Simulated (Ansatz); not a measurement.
Molecule: tetraethynylsilane, C₈H₄Si, charge 0, multiplicity 1. 
Geometry from a B3LYP-D3(BJ)/def2-TZVP (Ansatz, a quantum-chemistry and plane-wave program) optimisation:
SMILES: C#C[Si](C#C)(C#C)C#C
```xyz
13

C     -1.7653     0.8909    -2.2852
C     -1.0616     0.5358    -1.3742
Si     0.0000     0.0000     0.0000
C      1.0638     1.3796     0.5172
C      1.7690     2.2942     0.8600
C      1.0345    -1.3927    -0.5410
C      1.7202    -2.3160    -0.8997
C     -1.0367    -0.5227     1.3981
C     -1.7239    -0.8692     2.3249
H     -2.3867     1.2045    -3.0897
H      2.3917     3.1019     1.1628
H      2.3258    -3.1313    -1.2164
H     -2.3307    -1.1751     3.1433
```
Charge 0, spin multiplicity 1.

Basis-set convergence of Hartree-Fock and MP2 correlation energies (hartree) with Ansatz. Correlated levels leave the core frozen unless marked. Spin-orbit coupling is left out. Non-relativistic.

```tsv
basis	functions	E(HF)	E(corr, MP2)
cc-pV(D+d)Z	155	-594.02583	-1.07057
cc-pV(T+d)Z	335	-594.12644	-1.29542
cc-pV(Q+d)Z	624	-594.14873	-1.37835
```

Extrapolating the two largest sets (X = 3 and 4) as X^-3: E(corr) = (64·(-1.37835) - 27·(-1.29542))/37 = -1.4389 Eh, an estimate of the basis-set limit. The largest set recovers 95.8 % of it, the smallest 74.4 %.
